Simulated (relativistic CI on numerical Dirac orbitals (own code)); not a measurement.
# Zeeman pattern of Mn⁺ 2939.31 Å at 0.5 T

Problem. The line 3d5 4s 5S_2 – 3d5 4p 5P°_2 of Mn⁺ lies at 2939.31 Å (air; NIST Handbook). Calculate its Zeeman pattern at B = 0.5 T, seen across the field, in LS coupling, and compare it with the Doppler width at an assumed gas temperature of 400 K.

Working.
1. Landé factors g = 3/2 + [S(S + 1) − L(L + 1)]/[2J(J + 1)]: lower 2.0000, upper 1.8333.
2. The unit is μB B/hc = 0.46686 × 0.5 = 0.2334 cm⁻¹, or 20.2 mÅ at this wavelength. A component is shifted by g_u m_u − g_l m_l units. Seen across the field, the strengths for lower J and m are m² (π) and ¼(J − m)(J + m + 1) (σ).
3. π components (Δm = 0), symmetric about zero, as shift (strength, strongest of all = 100): ±0.167 (25), ±0.333 (100).
4. σ components with Δm = +1, mirrored for −1: 1.667 (25), 1.833 (38), 2.000 (38), 2.167 (25).
5. The centre of the σ group lies at ḡ = 1.917 units, 38.7 mÅ from the line centre.
6. The Doppler width is 7.16 × 10⁻⁷ λ √(T/M) = 5.7 mÅ (FWHM, M = 55), so the sum of Gaussians shows separate peaks away from the centre.

Check. A relativistic CI calculation gives g = 2.0015 and 1.8352 for the two levels. The nearest fine-structure partner lies 72 cm⁻¹ away, 311 Zeeman units, so the weak-field formulas hold; hyperfine structure, which matters at weak fields for isotopes with nuclear spin, is neglected.
